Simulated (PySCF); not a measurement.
# Shapes and spin states of [ReH3]+

Method: PBE0 in PySCF with Re def2-TZVP with ECP60, H def2-TZVP; scalar-relativistic core potentials, no spin–orbit coupling; density-fitted integrals.

Relaxations began from a few typed shapes and spin states; open shells are unrestricted. The search is not exhaustive: other isomers or separated fragments can lie lower, and high-lying points may rest on an excited occupation.

```csv
spin,group,bonds,angles,imaginary modes (cm⁻¹),ΔE (kJ/mol),ΔE with ZPE (kJ/mol)
quartet,C3v,Re–H 1.630 Å (×3),H–Re–H 94.4° (×3),none,0.0,0.0
quartet,C2v,"Re–H 1.610 Å, Re–H 1.621 Å (×2)","H–Re–H 56.9° (×2), H–Re–H 113.8°",164i,8.4,–
broken-symmetry Ms = 1/2 (⟨S²⟩ 1.76),Cs,"Re–H 1.611 Å, Re–H 1.619 Å (×2)","H–Re–H 74.7° (×2), H–Re–H 98.0°",none,82.0,86.7
broken-symmetry Ms = 1/2 (⟨S²⟩ 1.76),C3v,Re–H 1.626 Å (×3),H–Re–H 100.7° (×3),none,83.0,87.9
broken-symmetry Ms = 1/2 (⟨S²⟩ 1.76),Cs,"Re–H 1.622 Å, Re–H 1.624 Å (×2)","H–Re–H 89.7° (×2), H–Re–H 107.2°",627i,87.6,–
broken-symmetry Ms = 1/2 (⟨S²⟩ 2.79),C2v,"Re–H 1.626 Å, Re–H 1.794 Å (×2)","H–Re–H 89.3° (×2), H–Re–H 178.6°","1311i, 366i",308.9,–
```

The lowest minimum found is the quartet C3v: Re–H 1.630 Å (×3); H–Re–H 94.4° (×3).

Formally Re is in oxidation state +4, d3, with 3 unpaired electrons (the high-spin count). The Mulliken spin on Re is 3.40. The polar-tensor charge on Re, 1.18, is far below the formal one.

For the lowest minimum: with open d or f shells other occupations or spin states may lie lower. No spin–orbit coupling is included, which matters more the heavier the element.
